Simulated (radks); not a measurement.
Question: Species: Se VII. Configuration: [Ar] 3d10. Method: non-relativistic Kohn-Sham, PBE, spin-polarised, spherical densities, point nucleus; computed with a radial shooting solver on a logarithmic mesh with Libxc functionals. Some entries of the table are withheld. Estimate them.

| orbital | occ. | eigenvalue (hartree) | <1/r> (bohr^-1) |
|---|---|---|---|
| 1s | 2 | (1) | (2) |
| 2s | 2 | -60.62933 | (3) |
| 2p | 6 | -54.77996 | (4) |
| 3s | 2 | (5) | (6) |
| 3p | 6 | -8.74901 | 2.320 |
| 3d | 10 | -5.17080 | 2.066 |

Answer: 
(1) 1s eigenvalue (hartree): -455.3675
(2) 1s <1/r> (bohr^-1): 33.50
(3) 2s <1/r> (bohr^-1): 7.406
(4) 2p <1/r> (bohr^-1): 7.383
(5) 3s eigenvalue (hartree): -10.76590
(6) 3s <1/r> (bohr^-1): 2.432
